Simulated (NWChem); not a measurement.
Species: CaF2; SMILES [F][Ca][F]

Question: Give the equilibrium geometry at PBE0-D3(BJ)/def2-TZVP (NWChem) as an XYZ file, with the point group.

Answer: point group C2v; any orientation.
```
3

Ca     0.0000     0.0000     0.1920
F      1.9003     0.0000    -0.4161
F     -1.9003     0.0000    -0.4161
```
